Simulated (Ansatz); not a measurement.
Kohn–Sham single points on BH₈NSi₂, SMILES `BN[SiH2][SiH3]`.

```yaml
crystal:
  periodic: [false, false, false]
  atoms:
    - {symbol: B, position_ang: [-0.295418, 2.312926, 0.345853]}
    - {symbol: N, position_ang: [-0.357212, 0.981918, 0.771374]}
    - {symbol: Si, position_ang: [-0.792174, -0.410770, -0.196796]}
    - {symbol: Si, position_ang: [1.029502, -1.866013, -0.439380]}
    - {symbol: H, position_ang: [-0.582441, 2.573629, -0.787603]}
    - {symbol: H, position_ang: [0.042069, 3.164843, 1.117474]}
    - {symbol: H, position_ang: [-0.102298, 0.800614, 1.733023]}
    - {symbol: H, position_ang: [-1.910214, -1.146363, 0.459138]}
    - {symbol: H, position_ang: [-1.247838, 0.097614, -1.513680]}
    - {symbol: H, position_ang: [2.137297, -1.199639, -1.175472]}
    - {symbol: H, position_ang: [1.533593, -2.273751, 0.901795]}
    - {symbol: H, position_ang: [0.622136, -3.090107, -1.181726]}
basis:
  gaussian: {orbitals: def2-TZVPP}
hamiltonian: {xc: {name: PBE-QIDH}}
```

```sh
$ ansatz run in.yaml --threads 4 --pin off --events-out ev --progress --plain --max-ram 10444MiB
```

Shortened log:

```
Functional definition: PBE-QIDH
1469 factors; integrals over basis functions are off by at most 1.1e-3 eV
mean field evaluation 1: about -18030.5331 eV, gradient 4.0e1 eV
mean field evaluation 2: about -18030.6854 eV, gradient 4.0e1 eV
mean field evaluation 4: about -18034.0348 eV, gradient 3.6e0 eV
mean field evaluation 8: about -18034.0747 eV, gradient 1.3e-1 eV
mean field evaluation 16: about -18034.0748 eV, gradient 1.1e-4 eV
mean field -18034.07483812 eV, -662.7400263658 hartree, gradient 4.6e-6 eV, S^2 0.000000; 0 other end points of the search recorded, 0 dependent functions left out
12 core orbitals not correlated: weight in the atoms' cores, before any rotation towards them, 1.000 or more for the frozen orbitals, at most 0.000 for the correlated occupied ones
reference -18034.07485463 eV, -662.7400269727 hartree; 12, 12 occupied and 234, 234 virtual orbitals, 1469 factors
second order -17.56201384 eV of doubles, -0.00000000 eV of singles
Total energy: -18039.92885924 eV, -662.9551576742 hartree
```

Run time 4.6 s (4 threads of an Arm Neoverse V2 on a shared host); peak host memory 0.63 GiB.

With the line `hamiltonian: {xc: pbe0, dispersion: d4}` (abridged; 2.5 s):

```
Functional definition: PBE0
mean field -18044.83651393 eV, -663.1355106576 hartree, gradient 7.8e-5 eV, S^2 0.000000
Total energy: -18045.04645823 eV, -663.1432259682 hartree
```

Changing it to `hamiltonian: {xc: {name: LC-wPBE}}` (abridged; 2.4 s):

```
Functional definition: LC-wPBE
mean field evaluation 16: about -18048.0431 eV, gradient 2.7e-5 eV
mean field -18048.04305432 eV, -663.2533488432 hartree, gradient 2.7e-5 eV, S^2 0.000000
Total energy: -18048.04305433 eV, -663.2533488436 hartree
```

The same input with `hamiltonian: {xc: {name: B3LYP}, dispersion: d4}` and forces (abridged; 4.1 s):

```
Functional definition: B3LYP
mean field evaluation 16: about -18056.0409 eV, gradient 2.7e-5 eV
mean field -18056.04092859 eV, -663.5472653017 hartree, gradient 2.7e-5 eV, S^2 0.000000
Total energy: -18056.43850244 eV, -663.5618758710 hartree
Atom 0 force     0.017736     0.198462    -0.032830 eV/Å
Atom 1 force     0.018763     0.013861     0.046606 eV/Å
Atom 2 force    -0.158951    -0.100759    -0.096885 eV/Å
Atom 3 force     0.098317    -0.077123    -0.011185 eV/Å
Atom 4 force     0.035181    -0.014758     0.131504 eV/Å
Atom 5 force    -0.036544    -0.080456    -0.090342 eV/Å
Atom 6 force    -0.002299     0.007420     0.001831 eV/Å
Atom 7 force     0.061684     0.046098    -0.040803 eV/Å
Atom 8 force     0.023168    -0.038973     0.086480 eV/Å
Atom 9 force    -0.062739    -0.044836     0.044048 eV/Å
Atom 10 force    -0.025271     0.022215    -0.081388 eV/Å
Atom 11 force     0.030955     0.068849     0.042964 eV/Å
Dipole moment:     0.006005    -0.215770     0.165101 e Å
```

The same input with `hamiltonian: {xc: {name: BLYP}, dispersion: d4}` (abridged; 2 s):

```
Functional definition: BLYP
mean field evaluation 16: about -18053.0142 eV, gradient 2.3e-4 eV
mean field -18053.01423962 eV, -663.4360365334 hartree, gradient 1.5e-5 eV, S^2 0.000000
Total energy: -18053.54822957 eV, -663.4556603023 hartree
```

With the line `hamiltonian: {xc: pbe, dispersion: d4}` and forces (abridged; 2.1 s):

```
Functional definition: PBE
mean field evaluation 16: about -18042.7539 eV, gradient 2.4e-4 eV
mean field -18042.75394812 eV, -663.0589777754 hartree, gradient 3.9e-5 eV, S^2 0.000000
Total energy: -18043.00024609 eV, -663.0680290592 hartree
Atom 0 force     0.015418     0.230462    -0.071980 eV/Å
Atom 1 force    -0.017734     0.061731    -0.040231 eV/Å
Atom 2 force     0.010903    -0.235270    -0.123099 eV/Å
Atom 3 force    -0.060197     0.049019     0.007081 eV/Å
Atom 4 force    -0.030952     0.015057    -0.113100 eV/Å
Atom 5 force     0.033129     0.077153     0.084878 eV/Å
Atom 6 force     0.089623    -0.075448     0.338013 eV/Å
Atom 7 force    -0.118111    -0.076920     0.067205 eV/Å
Atom 8 force    -0.048839     0.058002    -0.133221 eV/Å
Atom 9 force     0.111469     0.062854    -0.071737 eV/Å
Atom 10 force     0.052352    -0.042445     0.128959 eV/Å
Atom 11 force    -0.037061    -0.124196    -0.072768 eV/Å
Dipole moment:     0.007838    -0.236169     0.169322 e Å
```

B3LYP takes the VWN-RPA correlation (the form of Gaussian; ORCA's B3LYP/G).
